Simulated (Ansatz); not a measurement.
Species: C₄H₉N, net charge 0, singlet state. 
Geometry from a B3LYP-D3(BJ)/def2-TZVP (Ansatz, a first-principles code) optimisation:
```xyz
14

C     -1.5398     0.2655     0.2709
C     -0.6234    -0.9815     0.2024
C      0.5971    -0.0373     0.2786
C     -0.3237     1.1240    -0.1576
N      1.7132    -0.3468    -0.6022
H     -1.8557     0.4849     1.2912
H     -2.4165     0.2798    -0.3747
H     -0.6644    -1.4556    -0.7791
H     -0.7297    -1.7420     0.9762
H      0.8911     0.1004     1.3288
H     -0.1838     2.0937     0.3203
H     -0.2801     1.2446    -1.2408
H      2.1797    -1.1960    -0.3002
H      2.4060     0.3942    -0.5721
```
Charge 0, spin multiplicity 1.

Quantity: vertical triplet-singlet gap (E(triplet) - E(singlet); each state is the SCF solution reached for its spin), in eV. Correlated levels leave the core frozen unless marked. Open shells are spin-unrestricted. Spin-orbit coupling is left out. No relativistic terms. Basis-set limits of correlation are two-point, X^-3; Hartree-Fock from the larger set. The bracket is a focal-point correction in the basis named.

```json
[
 {"level": "HF/aug-cc-pVDZ", "program": "Ansatz", "vertical triplet-singlet gap (eV)": "4.84"},
 {"level": "HF/aug-cc-pVTZ", "program": "Ansatz", "vertical triplet-singlet gap (eV)": "4.83"},
 {"level": "HF/aug-cc-pVQZ", "program": "Ansatz", "vertical triplet-singlet gap (eV)": "4.83"},
 {"level": "PBE/def2-TZVPD", "program": "Ansatz", "vertical triplet-singlet gap (eV)": "5.43"},
 {"level": "BHLYP/def2-TZVPD", "program": "Ansatz", "vertical triplet-singlet gap (eV)": "5.78"},
 {"level": "CAM-B3LYP/def2-TZVPD", "program": "Ansatz", "vertical triplet-singlet gap (eV)": "5.86"}
]
```

Q: What does RI-MP2/CBS(aug-cc-pVTZ,aug-cc-pVQZ)+[CCSD(T)-MP2]/aug-cc-pVTZ (Ansatz) give?

A: 5.84 eV
